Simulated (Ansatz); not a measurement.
`N[SiH2][Se][SiH3]` + `O[SiH2][SiH3]` → `N[SiH2]O[SiH2][SiH3]` + `[SiH3][SeH]`  (ligand exchange at the Si–Se bond)

Computed with Ansatz on PBE0-D4/def2-TZVP structures; ΔE is electronic, products minus reactants. CCSD(T)/CBS adds triple-zeta CCSD(T) − MP2 to the extrapolated MP2 energy (def2 sets, frozen cores). Functionals use def2-TZVPP. B3LYP here is the variant with VWN-RPA as its local correlation; programs differ in this. For Se outer-core shells are correlated without core-valence functions, which leaves a few kJ/mol of doubt a bond. Scalar relativity is left out up to krypton. Each species was taken in one conformer, which may not be the lowest.

`N[SiH2][Se][SiH3]`:

Z-matrix (Å, degrees):
```
Si
Se 1 2.298
N 1 1.710 2 117.4
H 1 1.481 2 103.5 3 119.9
H 1 1.483 2 107.8 3 -120.5
Si 2 2.271 1 93.9 3 74.5
H 3 1.008 1 119.2 2 -78.0
H 3 1.008 1 119.7 2 63.6
H 6 1.485 2 111.4 1 75.3
H 6 1.483 2 107.7 1 -164.4
H 6 1.488 2 110.4 1 -45.1
```

`O[SiH2][SiH3]`:

Cartesian coordinates in Å:
```
O 0.510 0.782 -1.849
Si -0.578 0.042 -0.846
Si 0.338 -0.454 1.257
H 0.893 1.609 -1.556
H -1.792 0.888 -0.646
H -0.981 -1.202 -1.548
H -0.699 -1.067 2.133
H 0.823 0.795 1.912
H 1.486 -1.394 1.142
```

`N[SiH2]O[SiH2][SiH3]`:

```xyz
14

N     0.984   -0.987   -1.411
Si    1.951   -0.340   -0.167
O     1.118    0.485    0.980
Si   -0.392    0.931    1.428
Si   -2.034    0.196   -0.080
H     0.706   -0.467   -2.226
H     0.530   -1.882   -1.352
H     2.906    0.616   -0.776
H     2.630   -1.467    0.515
H    -0.450    2.415    1.526
H    -0.685    0.373    2.777
H    -1.828    0.759   -1.443
H    -2.071   -1.289   -0.180
H    -3.365    0.656    0.409
```

`[SiH3][SeH]`:

Cartesian coordinates in Å:
```
Si 0.481 -0.280 0.149
Se -0.783 1.277 -0.935
H 0.410 -0.107 1.622
H 1.866 -0.041 -0.322
H 0.057 -1.659 -0.198
H -2.030 0.810 -0.316
```

```csv
level,ΔE (eV)
PBE-D4,-0.41
r2SCAN-D4,-0.53
B3LYP-D4,-0.62
ωB97X-V,-0.59
HF/def2-TZVPP,-0.76
MP2/def2-TZVPP,-0.54
CCSD(T)/def2-TZVPP,-0.59
CCSD/CBS(def2),-0.58
```

(1) What does CCSD(T)/CBS give? (Estimate.)

Largest T1 diagnostic among the species: 0.012.

Answers

(1) Ansatz gave: -0.55 eV. The listed levels differ from it by 0.14, 0.02, -0.07, -0.04, -0.21, 0.01, -0.04, -0.03 eV.

From PBE to PBE0 (25 % exact exchange), in def2-TZVPP and without D4, ΔE moves by −0.05 eV. In def2-TZVPP, CCSD(T) changes the Hartree–Fock value by +0.16 eV (the triples alone add +0.03 eV) and MP2 by +0.22 eV.
